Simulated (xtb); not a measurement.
CH5BO2, SMILES CB(O)O. All values are semi-empirical tight-binding results from xtb (GFN2-xTB unless named), good for trends rather than for accurate numbers. Geometry optimised at GFN2-xTB. Other conformers were not sampled.

Optimised geometry:

Bond lengths (Å): B1–C2 1.606, B1–O6 1.352, B1–O8 1.354, C2–H3 1.089, C2–H4 1.087, C2–H5 1.088, O6–H7 0.955, O8–H9 0.955. Angles (°): C2–B1–O6 123.0, C2–B1–O8 121.8, O6–B1–O8 115.2, B1–C2–H3 110.9, B1–C2–H4 113.0, B1–C2–H5 111.1, H3–C2–H4 107.4, H3–C2–H5 106.8, H4–C2–H5 107.4, B1–O6–H7 116.0, B1–O8–H9 115.9.
Charge 0, spin multiplicity 1.

The orbital gap is 7.13 eV and the dipole moment is 2.61 D. The zero-point energy comes out as 42.9 kcal/mol and the G − E(el) at 298.15 K (modified RRHO) comes out as 25.1 kcal/mol. The static polarisability (D4 model) is 37.4 bohr³ and the solvation energy, GFN2-xTB/ALPB(water) is -8.4 kcal/mol. The solvation energy, GFN2-xTB/ALPB(octanol) is -7.7 kcal/mol.

Computed IR lines (harmonic; lines under 4 % of the strongest left out, lines within 3 cm⁻¹ merged):
ν (cm⁻¹): 446 (w), 560 (m), 876 (m), 928 (m), 969 (m), 1243 (vs), 1325 (s), 1393 (w), 3020 (w), 3028 (w), 3038 (w), 3655 (w) (against the strongest line: vs over 80 %, s over 45 %, m over 15 %, w over 4 %, vw less)

Give the atomic charges and the Wiberg bond orders between heavy atoms. (Estimate from the structure and the level; the computed values follow.)

charges (e) B1 0.44, C2 -0.22, H3 0.03, H4 0.02, H5 0.03, O6 -0.46, H7 0.30, O8 -0.46, H9 0.30. Bond orders B1–C2 0.97, B1–O6 1.19, B1–O8 1.18.
